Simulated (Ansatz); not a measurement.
Ansatz results at the PBE0-D4/def2-TZVP geometry: HOMO–LUMO gap (ωB97M-V/def2-TZVPP) 10.09 eV; size of the dipole moment (ωB97M-V/def2-TZVPP) 1.01 D; LUMO energy (ωB97M-V/def2-TZVPP) 0.59 eV.

Each molecule was computed in one conformer, which needn't be the lowest.

Task: Which molecule gave them?
A. `[GeH3][NH]C1=C[SiH2]1`
B. `[SiH3][SiH2]B1C[SiH2]1`
C. `CC[N]([AlH2])[SiH3]`
D. `C[BH][GeH2][CH3]`

Result: C. The others give `C[BH][GeH2][CH3]`: 9.93, 0.92, 0.25; `[GeH3][NH]C1=C[SiH2]1`: 10.33, 1.86, 1.82; `[SiH3][SiH2]B1C[SiH2]1`: 8.82, 1.58, -0.07.
